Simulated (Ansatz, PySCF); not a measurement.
Molecule: CH3Li (charge -1, doublet). 
Coordinates optimised at B3LYP-D3(BJ)/def2-TZVP (Ansatz, an electronic-structure program):
```
C
H 1 1.1033
H 1 1.1033 2 105.85
H 1 1.1033 2 105.85 3 112.06
Li 1 2.0548 2 112.89 3 -123.97
```
Charge -1, spin multiplicity 2.

Total electronic energies in hartree. Cores are frozen in the correlated levels unless marked. Open shells are spin-unrestricted. No spin-orbit coupling. Non-relativistic. CBS marks a two-point X^-3 extrapolation of the correlation energy; Hartree-Fock from the larger set. [CCSD(T)-MP2]/basis is that difference in the basis named.

```csv
level,program,energy (Eh)
HF/def2-QZVPP,Ansatz,-47.04543
HF-D3(BJ)/def2-TZVPD,PySCF + dftd3,-47.05500
RI-HF/def2-TZVPP,Ansatz,-47.03398
BLYP/def2-TZVPD,Ansatz,-47.38801
BP86-D4/def2-TZVPD,PySCF + dftd4,-47.42174
PBE0-D4/def2-TZVP,Ansatz + dftd4,-47.34305
BHLYP-D4/def2-TZVPD,Ansatz + dftd4,-47.38703
MN15-D3(BJ)/def2-TZVPD,PySCF + dftd3,-47.35628
HSE06-D3(BJ)/def2-TZVPD,Ansatz + dftd3,-47.34246
wB97M-V/def2-TZVPD,Ansatz,-47.36474
B2PLYP-D3(BJ)/def2-TZVPD,Ansatz + dftd3,-47.35769
PBE-QIDH/def2-TZVPD,Ansatz,-47.32905
CCSD/6-31G,Ansatz,-47.11303
"RI-MP2/CBS(def2-TZVPPD,def2-QZVPPD)+[CCSD(T)-MP2]/def2-SVPD",Ansatz,-47.3020
"CCSD(T)/CBS(def2-TZVPPD,def2-QZVPPD)",Ansatz,-47.2982
```

Totals of different functionals don't rank their quality; only differences between species are comparable.
